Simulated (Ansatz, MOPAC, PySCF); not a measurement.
Molecule: InI2, charge 1, multiplicity 1. SMILES of the parent species: [I][In][I]
Geometry: optimised at B3LYP-D3(BJ)/def2-TZVP (Ansatz, an electronic-structure program).

Unscaled harmonic wavenumbers (cm⁻¹) in rising order, each level at the stationary point that it reaches from this structure (no distance between atoms moves by over 0.3 Å); the order of modes can differ between levels, and a negative number is imaginary. B3LYP-D3(BJ)/def2-TZVP (PySCF, at the structure above): 51, 51, 156, 291.

PM3 (MOPAC): 60, 60, 70, 170. Zero-point energy 0.5 against 0.8 kcal/mol.

HF/3-21G (Ansatz): 44, 44, 155, 286. Zero-point energy 0.8 against 0.8 kcal/mol.

B3LYP/LANL2DZ (Ansatz): 44, 44, 140, 264. Zero-point energy 0.7 against 0.8 kcal/mol.
